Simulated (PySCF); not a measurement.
**Neon: a sound run and one with changed settings**

Sound run: Ne(2+) [He] 2s2 2p4, Ne(3+) [He] 2s2 2p3. Computed with PySCF 2.14 in cc-pVDZ-DK, with the spin-free X2C one-electron Hamiltonian (Gaussian nucleus). In the sound run the correlated levels freeze 1s2. The sound run starts from symmetry-adapted Hartree-Fock orbitals and uses a fine grid where one is needed.

Changed run: initial guess 1e, at most 50 SCF cycles.

```
species   method  sound run (hartree)  changed run (hartree)  converged
 Ne(2+)      UHF           -126.45544             -126.45544        yes
 Ne(2+)     PBE0           -126.65538             -126.65538        yes
 Ne(2+)  CCSD(T)           -126.56234             -126.56234        yes
 Ne(3+)     MN15           -124.34700             -124.34700        yes
 Ne(3+)      MP2           -124.25583             -124.25583        yes
```

Here the plain start reaches the same solutions.
